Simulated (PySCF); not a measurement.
[CrBr4]2- holds Cr(II), d4, at total charge -2. The structure is a PBE0-D3(BJ)/def2-SVP, IEF-PCM water geometry optimised for multiplicity 5; coordination distorted tetrahedral, point group D2d, metal–donor distances 2.52 Å.

```
5

Cr    0.000    0.000    0.000
Br    0.768    1.695    1.695
Br    0.768   -1.695   -1.695
Br   -0.768   -1.695    1.695
Br   -0.768    1.695   -1.695
```

Method (PySCF 2.14, density fitting): CASSCF(4,5) with orbitals averaged over all microstates of the shell, strongly contracted NEVPT2 on the averaged canonical orbitals; basis x2c-TZVPall; spin-free X2C; IEF-PCM water; spin-orbit coupling by state interaction with the mean-field operator over all roots.

Task: What is the ground state?

Result: 5B2 (S = 2, orbital degeneracy 1), orbital occupations from the lowest 1.0 1.0 1.0 1.0 0.0, by NEVPT2.

Task: List the excited states of the same spin.

Result: By NEVPT2: 5B1 at 7742 cm⁻¹ (1292 nm); 5E at 8011 cm⁻¹ (1248 nm); 5A1 at 10089 cm⁻¹ (991 nm). The strongest, at 10089 cm⁻¹, has f = 3.5e-04.

Task: Which is the lowest state of another spin?

Result: 3E at 17891 cm⁻¹ by NEVPT2; CASSCF alone puts it at 19375 cm⁻¹ above the same ground state.

Task: Give the fitted ligand-field and repulsion parameters.

Result: At CASSCF level (the NEVPT2 levels don't fit a ligand-field model well): orbital energies 0, 1664, 1664, 2229, 8331 cm⁻¹; B = 952 cm⁻¹; C = 3563 cm⁻¹; B over its free-ion value at the same level 0.915; rms of the fit 123 cm⁻¹; ζ = 203 cm⁻¹ (free ion 239).

Task: What magnetic behaviour follows?

Result: The ground multiplet follows a spin Hamiltonian with S = 2, g = 1.957, 1.994, 1.994, D = -2.05 cm⁻¹, E/|D| = 0.00 (spin-orbit part alone); the lowest levels hold 100 % of the spin-free ground state. μeff is 4.88 μB at 300 K and 4.79 μB at 10 K; the spin-only value is 4.90 μB.

No frequencies were computed for the optimised geometry. NEVPT2 lifts 5B1 from 6398 to 7742 cm⁻¹; on the d shell alone such lifts tend to overshoot. Gaps between spin states lean to high spin in this active space.

The job took 64 s on one thread of Arm Neoverse V1 (shared host), with 240 basis functions and a peak of 1 GiB, launched as `OMP_NUM_THREADS=1 python lf_run.py task.json out`.
